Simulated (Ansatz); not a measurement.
`CO[SiH2][SiH2]Cl` → `[SiH3][SiH2]Cl` + `C=O` at 700 K and 1 bar (β-hydride elimination).

Program: Ansatz. Geometries: PBE0-D4/def2-TZVP. ΔE: electronic, gas phase. CBS: MP2 limit from def2 TZ/QZ plus the TZ coupled-cluster correction, frozen cores. This one scheme is used for every species. One conformer a species, not always the lowest.

```csv
species,CCSD(T)/CBS energy (Eh),H − E (kJ/mol),S (J/(mol·K))
`CO[SiH2][SiH2]Cl`,-1155.44170,297.7,533.9
`[SiH3][SiH2]Cl`,-1040.97629,178.3,420.2
`C=O`,-114.39408,97.4,254.3
```

H − E and S are ideal-gas, rigid-rotor, harmonic terms from PBE0-D4/def2-TZVP, for one conformer and one mirror image of each species. 1 Eh = 2625.50 kJ/mol, R = 8.31446 J/(mol·K).

By hand: ΔE, ΔH, ΔS and ΔG.

ΔE = (-1040.97629) + (-114.39408) − (-1155.44170) = 0.07133 Eh = 187.3 kJ/mol. Δ(H − E) = 178.3 + 97.4 − 297.7 = -22.0, so ΔH = 165.3 kJ/mol. ΔS = 420.2 + 254.3 − 533.9 = 140.6 J/(mol·K). ΔG = 165.3 − 700 × (140.6)/1000 = 66.9 kJ/mol.

By hand: the equilibrium constant, and the temperature at which ΔG would vanish if ΔH and ΔS stayed fixed.

log₁₀ K = −ΔG/(RT ln 10) = -5.0. ΔG = 0 at ΔH/ΔS = 1176 K.

The number of gas molecules changes by +1, which sets the sign of ΔS. A doubt of 5 kJ/mol in ΔE shifts log₁₀ K by 0.4 here. Other conformers and mirror images would add mixing entropy, several J/(mol·K) or more a flexible species. Modes under 60 cm⁻¹, often nearly free rotors, make the harmonic entropy too high. These are equilibria of isolated gas molecules and say nothing of rates. Largest T1 diagnostic: 0.015 (customary marks: 0.02 for closed shells, 0.045 for open ones).
